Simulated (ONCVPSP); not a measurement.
# oxygen (O): excitation energies, all-electron against ONCV

ONCVPSP 4.0.1 input, shortened (lines: element, Z, core and valence counts, functional; n l f; lmax; l rc ep ncon nbas qcut; lloc lpopt rc5 dvloc0; l nproj debl; icmod fcfact rcfact), Wu-Cohen, scalar-relativistic:

```
  O 8.00    1    2  -118130      upf
    1    0    2.00
    2    0    1.00
    2    1    5.00
    2
    0    0.75    0.00    4    7    9.40
    1    2.00    0.00    4    7    7.70
    2    1.85    0.25    4    9    4.90
    4    5    0.50    0.00
    0    3    0.50
    1    3    1.60
    2    2    2.70
    0    0.00    0.00
```

In the s channel the program set the typed energies aside and used -0.892, 0.250, 0.750 Ha.

Energies are relative to the spin-unpolarised reference configuration 2s1 2p5; without spin polarisation the order of configurations can differ from experiment.

```
valence configuration  charge  ΔE all-electron (eV)  error AE − PS (meV)
              2s2 2p4       0               -14.843                 -7.5
              2s2 2p3      +1                 1.566                 +251
              2s2 2p0      +4               165.795                +7347
```

(1) What are ΔE and the potential's error for 2s2 2p2?

Levels in the configuration 2s2 2p3:

| level | all-electron (eV) | pseudo (eV) |
| --- | --- | --- |
| 2s | -39.537 | -39.241 |
| 2p | -24.433 | -23.951 |

Note: ghosts flagged at negative energy: s at -467.9 eV, d at -248.3 eV; GHOST(+) flags only above 600 eV. A true bound ghost makes a file unfit for plane-wave use.

Results:

(1) ΔE = 35.136 eV all-electron; the error (AE − PS) is +1124 meV.
